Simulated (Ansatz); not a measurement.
`C[CH]([SiH3])[AlH][AlH2]` + `C/C(N)=C\[SiH3]` → `C/[C]([AlH2])=C\[SiH3]` + `C[CH]([SiH3])[AlH][NH2]`  (redistribution)

Isolated molecules relaxed with PBE0-D4/def2-TZVP in Ansatz; ΔE leaves out vibrations. CCSD(T)/CBS is the MP2 limit (def2-TZVPP, def2-QZVPP) plus CCSD(T) − MP2 in def2-TZVPP, frozen cores. Double bonds are as drawn, so ΔE can hold a change between cis and trans. DFT in def2-TZVPP. One conformer a species, not always the lowest.

```
          level  ΔE (eV)
         B2PLYP    -1.32
            PBE    -1.02
CCSD/def2-TZVPP    -1.29
   HF/CBS(def2)    -1.26
```

Q: What does CCSD(T)/CBS give? (Estimate.)

A: The calculation gave: -1.33 eV. The listed levels differ from it by 0.01, 0.31, 0.04, 0.07 eV.

Largest T1 diagnostic among the species: 0.012.

In def2-TZVPP, CCSD(T) changes the Hartree–Fock value by −0.05 eV (the triples alone add −0.01 eV) and MP2 by −0.17 eV.
